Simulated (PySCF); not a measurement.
Compound: C₆H₁₃S (doublet state).
Numbering: `[CH2:1][C@@H:2]([CH3:3])[CH2:4][CH2:5][S:6][CH3:7]` (hydrogens: H8, H9 on C1; H10 on C2; H11, H12, H13 on C3; H14, H15 on C4; H16, H17 on C5; H18, H19, H20 on C7)

Cartesian coordinates in Å at the GFN2-xTB level; atoms count from 1:
```
atom  x, y, z in Å
C1    -1.5376    1.3681    0.1421
C2    -1.4504   -0.0841    0.3783
C3    -2.4315   -0.8477   -0.5313
C4    -0.0215   -0.6039    0.1007
C5     0.9840    0.0554    1.0285
S6     2.6821   -0.5576    0.7904
C7     3.0979    0.2331   -0.7901
H8    -1.3263    1.7628   -0.8339
H9    -1.8521    2.0463    0.9097
H10   -1.7010   -0.3028    1.4212
H11   -3.4518   -0.5266   -0.3368
H12   -2.2019   -0.6572   -1.5771
H13   -2.3605   -1.9173   -0.3473
H14    0.0086   -1.6860    0.2420
H15    0.2334   -0.3873   -0.9385
H16    0.7515   -0.1661    2.0702
H17    0.9905    1.1381    0.8902
H18    4.1523    0.0441   -0.9616
H19    2.9180    1.3020   -0.7171
H20    2.5113   -0.2023   -1.5935
```

The hyperfine couplings belong to this conformer and change with its torsions.

Method used: PySCF 2.14.0, UKS B3LYP, pcH-1 on C H S, non-relativistic, mean-field spin-orbit, GIAO. Geometry: GFN2-xTB, one conformer, isolated molecule. The geometry wasn't refined by DFT: couplings that depend on bond lengths, twists or pyramidal angles can differ widely from those at the functional's own minimum. Stability of the SCF solution: not tested.

Largest spin populations (Mulliken): C1 (+1.08) and C2 (-0.08). No atom but C1 exceeds +0.15. The positive populations add up to 1.18 and the negative ones to -0.18, together 2S = 1. The angles at C1 add up to 359.9°, so it is planar; its axial dipolar tensor and the negative couplings of its protons fit spin in a p orbital normal to that plane.

(1) Find Q in a(H) = Q·ρ(C) for the protons on the planar carbons that carry spin.

Results:

(1) 
```tsv
H	C	ρ(C)	a(H) (G)	a/ρ (G)
H8	C1	+1.079	-22.22	-20.6
H9	C1	+1.079	-23.11	-21.4
```

These protons share one ρ (within 0.01), so their mean ratio, Q = -21.0 G, is no test of linearity. In every row coupling and population have opposite signs.

Couplings in gauss use g_iso = 2.0029.
